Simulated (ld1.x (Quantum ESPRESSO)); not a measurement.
# Reading a pseudo-wave (S (Z = 16))

Columns: radius, all-electron u(r) and pseudo u(r) of the 3s shell (level -17.00 eV) of sulfur in the configuration [Ne] 3s2 3p4; BLYP, non-relativistic, ultrasoft scheme, ld1.x (Quantum ESPRESSO) 7.5.

```csv
r (bohr),all-electron,pseudo
0.090,0.1435,0.0828
0.180,-0.1820,0.1649
0.270,-0.3805,0.2456
0.360,-0.4001,0.3242
0.450,-0.2969,0.4000
0.540,-0.1305,0.4722
0.630,0.0567,0.5401
0.720,0.2386,0.6029
0.810,0.4009,0.6599
0.900,0.5370,0.7103
0.990,0.6454,0.7535
1.080,0.7271,0.7887
1.170,0.7846,0.8155
1.260,0.8206,0.8334
1.350,0.8383,0.8420
1.440,0.8407,0.8412
1.530,0.8308,0.8308
1.620,0.8114,0.8114
1.710,0.7848,0.7848
1.800,0.7531,0.7531
1.890,0.7177,0.7177
1.980,0.6802,0.6802
2.070,0.6416,0.6416
2.160,0.6027,0.6027
2.250,0.5641,0.5641
2.340,0.5264,0.5264
```

Task: How many radial nodes do the two functions have?

Result: The all-electron 3s function has n − l − 1 = 2; the pseudo-wave has 0, since the states of the same l below it are removed with the core.

Task: At about which radius was the pseudo-wave matched?

Result: 1.55 bohr. The columns agree to 0.0005 from 1.44 bohr on; several derivatives are matched, so the curves merge somewhat inside the radius.

Task: Is the pseudo-wave norm-conserving?

Result: No, it belongs to an ultrasoft set: the norm inside the radius is not constrained, and the difference is carried by the augmentation charge.
